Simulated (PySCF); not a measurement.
## Computed structure and properties of Hg(BH4)2

System: Hg(BH4)2 (singlet); start: displaced along the imaginary mode (Ci). Method: PySCF 2.14.0, RKS BP86, Hg def2-SVP with ECP60, B def2-SVP, H def2-SVP; non-relativistic Hamiltonian with scalar-relativistic core potentials where named; density fitting; no spin-orbit coupling.

Input of the relaxation:

```python
mol = gto.M(atom='''
Hg     0.00000     0.00000     0.00000
B     -0.02258     0.02685     2.19764
H      0.16088    -0.19135     3.42295
H      1.03364     0.65286     1.94064
H     -1.09119     0.64943     2.09730
H     -0.03175    -1.19609     1.85760
B      0.02258    -0.02685    -2.19764
H     -0.16088     0.19135    -3.42295
H      1.09119    -0.64943    -2.09730
H     -1.03364    -0.65286    -1.94064
H      0.03175     1.19609    -1.85760''',
    basis={'Hg': 'def2-SVP', 'B': 'def2-SVP', 'H': 'def2-SVP'},
    ecp={'Hg': 'def2-SVP'},
    charge=0, spin=0)
mf = dft.RKS(mol, xc='B88,P86')
mf.grids.atom_grid = (50, 194)
mf = mf.density_fit()  # fitting sets: Hg def2-universal-JKFIT, B def2-universal-JKFIT, H def2-universal-JKFIT
mf.conv_tol = 1e-08; mf.max_cycle = 55
mf.kernel(dm0)  # dm0: converged density of the start geometry
# quasi-Newton relaxation in Cartesian coordinates to a largest gradient under 0.00045 Eh/bohr, steps kept in the point group
```

Run from Python with OMP_NUM_THREADS=2; the lines above give its settings. Where DIIS fails, smearing, a level shift and second-order steps follow.
It took 2 min on 2 threads of Intel(R) Xeon(R) Platinum 8259CL CPU @ 2.50GHz (Skylake/Cascade Lake), on a shared host, from the converged density of the start.

Course of the relaxation:

```
step  energy above end (eV)  largest force component within the symmetry (eV/Å)
   0                 0.3564                                               0.680
   1                 0.3244                                               0.234
   2                 0.3014                                               0.239
   3                 0.2213                                               0.365
   4                 0.1269                                               0.260
   5                 0.1029                                               0.656
   6                 0.0582                                               0.339
   7                 0.0432                                               0.260
  15                 0.0043                                               0.089
  16                 0.0018                                               0.060
  17                 0.0009                                               0.086
  18                 0.0003                                               0.029
  19                 0.0001                                               0.015
  20                 0.0000                                               0.010
```
(The steps between are left out.)

Relaxed geometry (C2h):

```xyz
11

Hg    0.0000    0.0000    0.0000
B     0.0082    0.2617    2.3203
H     0.1109   -0.5692    3.2234
H     1.0022    0.9726    2.2282
H    -1.1042    0.7726    2.2711
H     0.0994   -0.8785    1.6073
B    -0.0082   -0.2617   -2.3203
H    -0.1109    0.5692   -3.2234
H     1.1042   -0.7726   -2.2711
H    -1.0022   -0.9726   -2.2282
H    -0.0994    0.8785   -1.6073
```

```
      contact      Å
 Hg1–H6 (BH4)  1.834
Hg1–H11 (BH4)  1.834
```

On the finer grid (75, 302):

```
HOMO                                                          : -7.82 eV
LUMO                                                          : -2.58 eV
Dipole about the centre of mass                               : 0.00 D
Set of Mulliken populations of Hg1 outside the core potential : s 3.26, p 6.50, d 9.89, f 0.01
D3(BJ) dispersion energy (not in the energies)                : -0.327 eV
```

| atom | Mulliken (e) | Löwdin (e) | spin (e) |
| --- | --- | --- | --- |
| Hg1 | 0.35 | 0.57 | 0.00 |
| B2 | -0.33 | -0.45 | 0.00 |
| H3 | 0.04 | 0.04 | 0.00 |
| H4 | 0.03 | 0.02 | 0.00 |
| H5 | 0.03 | 0.02 | 0.00 |
| H6 | 0.05 | 0.09 | 0.00 |
| B7 | -0.33 | -0.45 | 0.00 |
| H8 | 0.04 | 0.04 | 0.00 |
| H9 | 0.03 | 0.02 | 0.00 |
| H10 | 0.03 | 0.02 | 0.00 |
| H11 | 0.05 | 0.09 | 0.00 |

On the grid (50, 194), as all that follows. Harmonic modes: a minimum within the noise of the softest modes; lowest -6 cm⁻¹ (negative: unstable), highest 2510 cm⁻¹, zero-point energy 1.926 eV.

Taking off one BH4 (charge -1, singlet; the rest: singlet) in vacuum, both parts rigid, costs 9.03 eV; the small basis without counterpoise inflates it. Most of it is the attraction of opposite charges; other ways to part are cheaper, and one spin state was tried for the rest.

Rigid scan of BH4 along the line from its metal:

| distance to B2 (Å) | energy (eV) |
| --- | --- |
| 2.04 | 0.663 |
| 2.14 | 0.258 |
| 2.24 | 0.057 |
| 2.34 | 0.000 |
| 2.44 | 0.044 |
| 2.54 | 0.157 |
| 2.74 | 0.500 |
| 3.04 | 1.109 |
| 3.44 | 1.853 |
| 3.94 | 2.540 |

One start shape was tried, so this needn't be the lowest isomer.
